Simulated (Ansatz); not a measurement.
Two isomers of C2H9NOSi: A = `C[SiH2]OCN`, B = `COCN[SiH3]`.

Program: Ansatz. Geometries: PBE0-D4/def2-TZVP. ΔE: electronic, gas phase. CCSD(T)/CBS is the MP2 limit (def2-TZVPP, def2-QZVPP) plus CCSD(T) − MP2 in def2-TZVPP, frozen cores. DFT in def2-TZVPP. One conformer a species, not always the lowest.

A:

```xyz
14

C    -1.0632    0.4571    1.9804
Si   -1.1903    0.6978    0.1364
O    -0.3765   -0.4537   -0.7121
C     1.0266   -0.5319   -0.7642
N     1.4115   -1.2072   -1.9666
H    -1.6489    1.2189    2.5029
H    -1.4433   -0.5241    2.2744
H    -0.0284    0.5405    2.3227
H    -0.6453    2.0440   -0.2146
H    -2.6015    0.5971   -0.3094
H     1.4402    0.4888   -0.6747
H     1.3999   -1.1193    0.0837
H     1.3864   -0.5955   -2.7711
H     2.3329   -1.6123   -1.8876
```

B:

```xyz
14

C     1.226    1.353   -0.841
O     1.162   -0.047   -0.857
C     0.881   -0.610    0.405
N    -0.421   -0.330    0.927
Si   -1.865   -0.887    0.162
H     1.520    1.678   -1.838
H     0.257    1.807   -0.597
H     1.973    1.711   -0.117
H     1.635   -0.278    1.132
H     0.989   -1.686    0.252
H    -0.473    0.497    1.501
H    -1.658   -2.316   -0.190
H    -2.253   -0.158   -1.080
H    -2.973   -0.733    1.140
```

Which isomer does CCSD(T)/CBS put lower? Give the gap. (An estimate is asked.)

Ansatz gave: A, by 27.6 kcal/mol.

Give E(B) − E(A) in kcal/mol with B2PLYP, ωB97M-V, MP2/def2-TZVPP, CCSD(T)/def2-SVP, LDA (SPW92), PBE0-D4, HF/def2-TZVPP. (An estimate is asked.)

Computed: B2PLYP 27.1, ωB97M-V 27.1, MP2/def2-TZVPP 27.6, CCSD(T)/def2-SVP 20.4, LDA (SPW92) 25.1, PBE0-D4 26.7, HF/def2-TZVPP 26.9. None reverses the order clearly.

Does the order hold for the free energy at 298.15 K (harmonic terms from PBE0-D4)? (Estimate.)

Computed: Yes: G(B) − G(A) = +28.0 kcal/mol, for one conformer each. Modes under 60 cm⁻¹, often nearly free rotors, make the harmonic entropy too high.

Largest T1 diagnostic: 0.011.

From BLYP to BHLYP (50 % exact exchange), in def2-TZVPP and without D4, E(B) − E(A) moves by +0.8 kcal/mol. At CCSD(T), def2-SVP lies −7.2 kcal/mol from the extrapolated value and def2-TZVPP −1.2 kcal/mol.
